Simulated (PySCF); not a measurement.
1-ethynylcyclopropane-1-carbaldehyde (C6H6O), SMILES C#CC1(C=O)CC1.

The structure is a stationary point at ωB97X-D3(BJ)/def2-SVP. One conformer was computed; it need not be the lowest.

Computed with PySCF with ωB97X-D3(BJ)/def2-SVP.

Harmonic, unscaled wavenumbers; measured fundamentals usually lie a few per cent lower.

Computed harmonic wavenumbers and intensities:
| mode | ν (cm⁻¹) | IR (km/mol) | moving atoms (share of kinetic energy) |
|---|---|---|---|
| 1 | 116 | 11.0 | O 37 %, C 34 %, H 29 % |
| 2 | 155 | 0.2 | C 67 %, H 18 %, O 15 % |
| 3 | 210 | 3.2 | C 69 %, H 31 % |
| 4 | 265 | 7.1 | C 48 %, O 35 %, H 17 % |
| 5 | 316 | 3.2 | C 55 %, H 44 % |
| 6 | 529 | 31.3 | C 84 %, H 14 % |
| 7 | 543 | 3.3 | C 82 %, H 18 % |
| 8 | 550 | 0.5 | C 60 %, O 34 % |
| 9 | 701 | 40.0 | H 75 %, C 25 % |
| 10 | 751 | 10.2 | C 67 %, H 29 % |
| 11 | 760 | 31.9 | H 69 %, C 30 % |
| 12 | 801 | 0.7 | H 94 % |
| 13 | 873 | 2.0 | C 80 %, H 19 % |
| 14 | 941 | 22.5 | H 63 %, C 37 % |
| 15 | 978 | 0.5 | H 74 %, C 26 % |
| 16 | 1058 | 75.7 | C 62 %, H 38 % |
| 17 | 1060 | 0.0 | H 52 %, C 46 % |
| 18 | 1084 | 11.1 | H 58 %, C 42 % |
| 19 | 1113 | 3.2 | H 70 %, C 30 % |
| 20 | 1200 | 0.0 | H 76 %, C 24 % |
| 21 | 1300 | 5.8 | C 64 %, H 35 % |
| 22 | 1339 | 40.6 | C 62 %, H 37 % |
| 23 | 1424 | 8.8 | H 71 %, C 22 % |
| 24 | 1430 | 7.8 | H 91 %, C 9 % |
| 25 | 1499 | 6.9 | H 56 %, C 44 % |
| 26 | 1875 | 176.9 | C 61 %, O 37 % |
| 27 | 2272 | 10.2 | C 91 %, H 9 % |
| 28 | 2986 | 74.3 | H 92 %, C 8 % |
| 29 | 3169 | 3.5 | H 96 % |
| 30 | 3173 | 1.7 | H 94 % |
| 31 | 3276 | 0.1 | H 89 %, C 11 % |
| 32 | 3284 | 0.0 | H 89 %, C 11 % |
| 33 | 3485 | 83.1 | H 85 %, C 15 % |
